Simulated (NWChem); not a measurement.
System: GeCl₂, singlet; SMILES [Ge]([Cl])[Cl]

The following NWChem deck was run.

```
start job
memory heap 200 mb stack 900 mb global 1100 mb
geometry units angstroms noautoz
  Ge     0.000000     0.000000     0.724997
  Cl    -1.682225     0.000000    -0.679620
  Cl     1.682225     0.000000    -0.679620
end
basis spherical
  * library def2-svpd
end
dft
  xc xpbe96 cpbe96
  iterations 150
end
tddft
  cis
  nroots 6
  notriplet
end
task tddft energy
```

Output (shortened):

```
             Northwest Computational Chemistry Package (NWChem) 7.3.0
             --------------------------------------------------------

 C2V symmetry detected

                             Geometry "geometry" -> ""
                             -------------------------

 Output coordinates in angstroms (scale by  1.889725989 to convert to a.u.)

  No.       Tag          Charge          X              Y              Z
 ---- ---------------- ---------- -------------- -------------- --------------
    1 Ge                  32.0000     0.00000000     0.00000000     0.72359058
    2 Cl                  17.0000    -1.68222500     0.00000000    -0.68102642
    3 Cl                  17.0000     1.68222500     0.00000000    -0.68102642

 Effective nuclear repulsion energy (a.u.)     308.1682780135

      Symmetry information
      --------------------

 Group name             C2v
 Group number             16
 Group order               4
 No. of unique centers     2

  pbe96 is a nonlocal functional; adding pw91lda local functional.

                                 NWChem DFT Module
                                 -----------------

 Summary of "ao basis" -> "ao basis" (spherical)
 ------------------------------------------------------------------------------
       Tag                 Description            Shells   Functions and Types
 ---------------- ------------------------------  ------  ---------------------
 Ge                        def2-svpd                14       38   6s4p4d
 Cl                        def2-svpd                11       27   5s4p2d

      Symmetry analysis of basis
      --------------------------

        a1         37
        a2         12
        b1         27
        b2         16

            General Information
            -------------------
          SCF calculation type: DFT
          Wavefunction type:  closed shell.
          No. of atoms     :     3
          No. of electrons :    66
           Alpha electrons :    33
            Beta electrons :    33
          Charge           :     0
          Spin multiplicity:     1
          Use of symmetry is: off; symmetry adaption is: on
          Maximum number of iterations: 150
          AO basis - number of functions:    92
                     number of shells:    36
          Convergence on energy requested:  1.00D-06
          Convergence on density requested:  1.00D-05
          Convergence on gradient requested:  5.00D-04

              XC Information
              --------------
          PerdewBurkeErnzerhof Exchange Functional  1.000
            Perdew 1991 LDA Correlation Functional  1.000 local
           PerdewBurkeErnz. Correlation Functional  1.000 non-local

             Grid Information
             ----------------
          Grid used for XC integration:  medium
          Radial quadrature: Mura-Knowles
          Angular quadrature: Lebedev.
          Tag              B.-S. Rad. Rad. Pts. Rad. Cut. Ang. Pts.
          ---              ---------- --------- --------- ---------
          Ge                  1.25      112          11.0       590
          Cl                  1.00       88          13.0       590
          Grid pruning is: on
          Number of quadrature shells:   288
          Spatial weights used:  Erf1

      Superposition of Atomic Density Guess
      -------------------------------------

 Sum of atomic energies:       -2993.70283675

      Non-variational initial energy
      ------------------------------

 Total energy =   -2993.976779
 1-e energy   =   -4779.519025
 2-e energy   =    1477.373968
 HOMO         =      -0.290909
 LUMO         =      -0.046565

      Symmetry analysis of molecular orbitals - initial
      -------------------------------------------------

  Numbering of irreducible representations:

     1 a1          2 a2          3 b1          4 b2

  Orbital symmetries:

     1 a1          2 b1          3 a1          4 a1          5 b1
     6 a1          7 b2          8 a1          9 b1         10 a1
    11 b1         12 a1         13 b2         14 b1         15 a2
    16 a1         17 b1         18 a1         19 b2         20 b1
    21 a1         22 a1         23 a2         24 b2         25 a1
    26 b1         27 a1         28 b1         29 a1         30 b2
    31 a2         32 b1         33 a1         34 b2         35 a1
    36 b1         37 a1         38 b1         39 a1         40 b2
    41 a1         42 b1         43 a2

 !! scf_movecs_sym_adapt:    4 vectors were symmetry contaminated

  Symmetry fudging

[...]

                                NWChem TDDFT Module
                                -------------------

            General Information
            -------------------
           No. of orbitals :     184
            Alpha orbitals :      92
             Beta orbitals :      92
        Alpha frozen cores :       0
         Beta frozen cores :       0
     Alpha frozen virtuals :       0
      Beta frozen virtuals :       0
         Spin multiplicity :       1
    Number of AO functions :      92
        Use of symmetry is : off
      Symmetry adaption is : on
         Schwarz screening :  0.10D-07

              XC Information
              --------------
   PerdewBurkeErnzerhof Exchange Functional   1.00
     Perdew 1991 LDA Correlation Functional   1.00 local
    PerdewBurkeErnz. Correlation Functional   1.00 non-local

             TDDFT Information
             -----------------
          Calculation type : Tamm-Dancoff TDDFT
         Wavefunction type : Restricted singlets
          No. of electrons :      66
           Alpha electrons :      33
            Beta electrons :      33
              No. of roots :       6
          Max subspacesize :    5200
            Max iterations :     100
               Target root :       1
           Target symmetry : none
      Symmetry restriction : off
                 Algorithm : Optimal
        Davidson threshold :  0.10D-03

    6 smallest eigenvalue differences (eV)
--------------------------------------------------------
  No. Spin  Occ  Vir  Irrep   E(Occ)    E(Vir)   E(Diff)
--------------------------------------------------------
    1    1   33   34 b2       -0.264    -0.145     3.237
    2    1   32   34 a2       -0.284    -0.145     3.771
    3    1   31   34 b1       -0.299    -0.145     4.186
    4    1   30   34 a1       -0.323    -0.145     4.839
    5    1   29   34 b2       -0.325    -0.145     4.897
    6    1   33   35 a1       -0.264    -0.050     5.812
--------------------------------------------------------

  Entering Davidson iterations
  Restricted singlet excited states

  Iter   NTrls   NConv    DeltaV     DeltaE      Time
  ----  ------  ------  ---------  ---------  ---------
    1      6       0     0.15E+00   0.10+100        2.6
    2     12       0     0.69E-01   0.28E-01        2.5
    3     18       1     0.56E-01   0.43E-02        2.5
    4     23       3     0.19E-01   0.72E-02        2.4
    5     26       3     0.61E-02   0.42E-03        2.0
    6     29       5     0.22E-03   0.25E-04        2.0
    7     30       6     0.65E-04   0.55E-07        1.6
  ----  ------  ------  ---------  ---------  ---------
  Convergence criterion met

  Ground state a1      -2996.269835399791 a.u.

  ----------------------------------------------------------------------------
  Root   1 singlet b2             0.139435414 a.u.                3.7942 eV
  ----------------------------------------------------------------------------
     Transition Moments    X  0.00000   Y -0.44324   Z -0.00000
     Dipole Oscillator Strength                    0.0182621372
     Electric Quadrupole                           0.0000000715
     Magnetic Dipole                               0.0000018229
     Total Oscillator Strength                     0.0182640317

     Occ.   27  a1  ---  Virt.   34  b2      -0.10251
     Occ.   29  a1  ---  Virt.   34  b2       0.21906
     Occ.   33  a1  ---  Virt.   34  b2       0.96767
  ----------------------------------------------------------------------------
  Root   2 singlet a2             0.140884664 a.u.                3.8337 eV
  ----------------------------------------------------------------------------
     Transition Moments    X -0.00000   Y  0.00000   Z -0.00000
     Dipole Oscillator Strength                    0.0000000000
     Electric Quadrupole                           0.0000000008
     Magnetic Dipole                               0.0000002260
     Total Oscillator Strength                     0.0000002268

     Occ.   32  b1  ---  Virt.   34  b2       0.99981
  ----------------------------------------------------------------------------
  Root   3 singlet b1             0.175017998 a.u.                4.7625 eV
  ----------------------------------------------------------------------------
     Transition Moments    X -0.57046   Y -0.00000   Z -0.00000
     Dipole Oscillator Strength                    0.0379703748
     Electric Quadrupole                           0.0000000694
     Magnetic Dipole                               0.0000000158
     Total Oscillator Strength                     0.0379704599

     Occ.   28  b1  ---  Virt.   35  a1       0.07795
     Occ.   31  a2  ---  Virt.   34  b2       0.94342
     Occ.   32  b1  ---  Virt.   35  a1       0.17471
     Occ.   33  a1  ---  Virt.   36  b1      -0.24520
  ----------------------------------------------------------------------------
  Root   4 singlet b2             0.189406182 a.u.                5.1540 eV
  ----------------------------------------------------------------------------
     Transition Moments    X -0.00000   Y  0.35806   Z -0.00000
     Dipole Oscillator Strength                    0.0161890568
     Electric Quadrupole                           0.0000000960
     Magnetic Dipole                               0.0000006902
     Total Oscillator Strength                     0.0161898431

[...]
```

Level: PBE/def2-SVPD, TDA. Low-valent species are run as closed-shell singlets; no triplet was tried in these runs. Coordinates come from a PBE0/def2-SVP optimisation.
